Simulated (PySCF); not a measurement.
Cl₂H₃NOSi. Atoms are numbered in the order given.

```xyz
8

N     -1.4783     1.1461     0.5719
Si    -0.3720    -0.0320     0.0268
O     -1.2414    -1.3876    -0.3750
Cl     0.9784    -0.3430     1.5642
Cl     0.7692     0.4698    -1.6523
H     -2.2665     1.4214    -0.0178
H     -1.1528     1.9071     1.1697
H     -0.8026    -1.9576    -1.0315
```

Geometry: PBE-D3(BJ)/def2-SVP. The structure was generated by enumeration, and PubChem lists no compound with its InChIKey, so it may never have been made. One conformer was computed; it need not be the lowest.

The numbers are results of PySCF with SMD-B3LYP/def2-SVP, not measurements.

Solvation free energies are E(SMD) − E(gas) at the gas-phase geometry, for 1 M in both phases. In vacuum the dipole moment is 1.58 D.

```
solvent                ΔG(solv) (kcal/mol)  its non-electrostatic (CDS) part  dipole (D)
---------------------  -------------------  --------------------------------  ----------
water                                 -6.4                               2.7        1.95
N,N-dimethylformamide                 -7.4                              -1.1        1.99
2-propanol                            -9.0                              -0.9        1.93
```
